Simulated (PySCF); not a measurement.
## Ar (argon, neutral) across methods

[Ar], closed-shell 1S. Computed with PySCF 2.14 in x2c-TZVPPall with one added diffuse shell each of s, p, d type (6s6p4d1f, 51 functions), with the spin-free X2C one-electron Hamiltonian (Gaussian nucleus).

| method | E (hartree) | mean ε 2p (eV) | mean ε 3s (eV) | mean ε 3p (eV) | Σ⟨r²⟩ (bohr²) | ⟨S²⟩ |
| --- | --- | --- | --- | --- | --- | --- |
| LDA | -527.7269 | -229.71 | -24.278 | -10.400 | 26.27 | 0.000 |
| UHF | -528.61444 | -260.58 | -35.030 | -16.078 | 26.02 | 0.000 |
| PBE | -529.1557 | -229.76 | -24.296 | -10.279 | 26.19 | 0.000 |
| r2SCAN | -529.3214 | -233.18 | -25.406 | -10.724 | 25.98 | 0.000 |
| BLYP | -529.3623 | -229.91 | -24.142 | -10.149 | 26.35 | 0.000 |
| B3LYP | -529.3747 | -236.40 | -26.657 | -11.664 | 26.18 | 0.000 |
| PBE0 | -529.1949 | -237.70 | -27.243 | -11.973 | 26.01 | 0.000 |
| wB97X | -529.3615 | -238.59 | -30.003 | -14.549 | 25.99 | 0.000 |

(1) Estimate the same row for revPBE.

Results:

(1) E (hartree) = -529.2693; mean ε 2p (eV) = -229.68; mean ε 3s (eV) = -24.273; mean ε 3p (eV) = -10.235; Σ⟨r²⟩ (bohr²) = 26.15; ⟨S²⟩ = 0.000.
